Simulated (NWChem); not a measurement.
SiI$_{3}$ cation

```xyz
4

I      0.6080    -2.2690     0.0000
Si     0.0000     0.0000     0.0000
I      1.6610     1.6610     0.0000
I     -2.2690     0.6080     0.0000
```
Atoms are numbered in this order, from 1.

Program: NWChem. Medium grid unless said otherwise, to which SCAN and Minnesota functionals are sensitive. All runs use the structure optimised with PBE0/def2-SVP. def2 effective core potentials on I; no spin-orbit coupling. Total energies of different functionals are on different scales.

```csv
level,energy (Ha),highest occupied level (eV),orbital gap (eV)
B3LYP/def2-SVP,-1182.6071,-12.27,4.11
PBE/def2-SVP,-1182.1380,-11.41,2.75
B97-D/def2-SVP,-1183.8510,-11.37,2.80
KT2/def2-SVP,-1189.9604,-11.48,2.75
BP86/def2-SVP,-1182.7422,-11.54,2.75
BLYP/def2-SVP,-1182.1496,-11.17,2.74
PW91/def2-SVP,-1182.5949,-11.45,2.75
r2SCAN/def2-SVP,-1182.6381,-11.77,3.07
```
